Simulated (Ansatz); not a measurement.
Geometry optimisation, RKS PBE0-D4/def2-SVP (Ansatz).

input.yaml

```yaml
crystal:
  periodic: [false, false, false]
  atoms:
    - { symbol: Sn, position_ang: [-0.634699, 0.081407, -0.522662] }
    - { symbol: Cl, position_ang: [0.065158, -0.064834, 3.024644] }
    - { symbol: Cl, position_ang: [1.592584, -0.062742, 0.11386] }
    - { symbol: Cl, position_ang: [-0.729254, 2.015007, -1.815544] }
    - { symbol: Cl, position_ang: [-0.99025, -1.819581, -1.831443] }
    - { symbol: S, position_ang: [-2.628762, 0.153709, 0.8667] }
    - { symbol: H, position_ang: [-2.908862, -1.138067, 0.572023] }
    - { symbol: H, position_ang: [-1.265014, -0.0377, 3.070822] }
basis:
  gaussian: { orbitals: def2-SVP }
hamiltonian:
  xc: pbe0
  dispersion: d4
relax:
  f_tol: 0.03
  max_steps: 50
output:
  orbitals: {}
```

Run as:

```bash
$ ansatz run input.yaml --threads 4 --pin off --max-ram 5120MiB --backend cpu --events-out ev --progress --plain --runs-dir out
```

Task: Where does it end, and by what steps?

Result: It converged. The force dipped under the threshold on the way, but the program's further checks kept it going. After 38 steps the energy has fallen by 0.233 eV; Cl2 moved furthest, 1.34 Å.

```tsv
step	energy less start (eV)	largest force component (eV/Å)	accepted
0	0.0000	1.154	yes
2	-0.0762	0.936	yes
4	-0.1748	0.149	yes
6	-0.1914	0.048	yes
8	-0.1928	0.017	yes
10	-0.1937	0.053	yes
12	-0.1947	0.083	yes
14	-0.1951	0.130	yes
16	-0.1979	0.048	yes
18	-0.2007	0.192	yes
20	-0.2093	0.036	yes
22	-0.2151	0.398	yes
24	-0.2237	0.203	yes
26	-0.2283	0.070	yes
28	-0.2288	0.113	no
30	-0.2304	0.041	yes
32	-0.2310	0.045	yes
34	-0.2317	0.084	yes
36	-0.2324	0.026	yes
38	-0.2325	0.016	yes
```

```xyz
8
Properties=species:S:1:pos:R:3
Sn -0.651 0.259 -0.582
Cl -0.203 -1.379 2.982
Cl 1.424 0.892 0.231
Cl -0.979 1.412 -2.575
Cl -0.725 -2.012 -1.060
S -2.392 0.779 0.994
H -2.971 -0.427 0.780
H -1.003 -0.397 2.708
```

Whether the end is a true minimum wasn't checked by a vibrational analysis.

The run took 94 s on 4 threads of Arm Neoverse V2, with other jobs on the host, peak memory 0.41 GiB.
